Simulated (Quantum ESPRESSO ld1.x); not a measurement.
Values are calculated unless marked as measured or tabulated.
All-electron atom: F III in [He] 2s2 2p3 (the NIST ground configuration). Code: ld1.x of Quantum ESPRESSO 7.5. Model: non-relativistic Kohn-Sham, LDA (Slater exchange, Perdew-Wang correlation), spin-polarised, spherical densities, point nucleus; open shells are filled with parallel spins first.

Radial electron density D(r) = 4 pi r^2 rho(r):

| r (bohr) | D(r) (e/bohr) | spin D(r) |
|---|---|---|
| 0.01032 | 0.4989 | -0.000178 |
| 0.01136 | 0.5933 | -0.000206 |
| 0.01261 | 0.7143 | -0.000239 |
| 0.01399 | 0.8579 | -0.000274 |
| 0.01553 | 1.028 | -0.000309 |
| 0.01723 | 1.227 | -0.000339 |
| 0.01896 | 1.441 | -0.000358 |
| 0.02104 | 1.710 | -0.000360 |
| 0.02335 | 2.020 | -0.000328 |
| 0.02591 | 2.375 | -0.000241 |
| 0.02852 | 2.746 | -0.0000827 |
| 0.03164 | 3.197 | 0.000217 |
| 0.03511 | 3.700 | 0.000716 |
| 0.03896 | 4.253 | 0.00151 |
| 0.04323 | 4.852 | 0.00275 |
| 0.04759 | 5.440 | 0.00445 |
| 0.0528 | 6.104 | 0.00716 |
| 0.05859 | 6.781 | 0.0111 |
| 0.06501 | 7.450 | 0.0169 |
| 0.07156 | 8.039 | 0.0243 |
| 0.0794 | 8.619 | 0.0356 |
| 0.08811 | 9.105 | 0.0514 |
| 0.09776 | 9.465 | 0.0733 |
| 0.1085 | 9.666 | 0.103 |
| 0.1194 | 9.689 | 0.140 |
| 0.1325 | 9.521 | 0.192 |
| 0.147 | 9.150 | 0.261 |
| 0.1631 | 8.590 | 0.350 |
| 0.1796 | 7.934 | 0.454 |
| 0.1992 | 7.121 | 0.593 |
| 0.2211 | 6.268 | 0.764 |
| 0.2453 | 5.452 | 0.969 |
| 0.2722 | 4.749 | 1.21 |
| 0.2996 | 4.258 | 1.46 |
| 0.3325 | 3.939 | 1.75 |
| 0.3689 | 3.856 | 2.07 |
| 0.4093 | 3.990 | 2.38 |
| 0.4506 | 4.260 | 2.65 |
| 0.5 | 4.639 | 2.91 |
| 0.5548 | 5.017 | 3.10 |
| 0.6156 | 5.304 | 3.19 |
| 0.683 | 5.422 | 3.18 |
| 0.7518 | 5.340 | 3.07 |
| 0.8342 | 5.034 | 2.83 |
| 0.9257 | 4.524 | 2.51 |
| 1.027 | 3.862 | 2.13 |
| 1.131 | 3.181 | 1.74 |
| 1.255 | 2.437 | 1.34 |
| 1.392 | 1.754 | 0.967 |
| 1.545 | 1.180 | 0.657 |
| 1.714 | 0.7381 | 0.417 |
| 1.887 | 0.4458 | 0.256 |
| 2.093 | 0.2375 | 0.140 |
| 2.323 | 0.1151 | 0.0695 |
| 2.577 | 0.05032 | 0.0314 |
| 2.837 | 0.02121 | 0.0137 |
| 3.148 | 0.007390 | 0.00496 |
| 3.493 | 0.002251 | 0.00158 |

D(r) has 2 maxima, at r = 0.116, 0.689 bohr, and minima at 0.363 bohr, inside which lie 2.20 electrons.
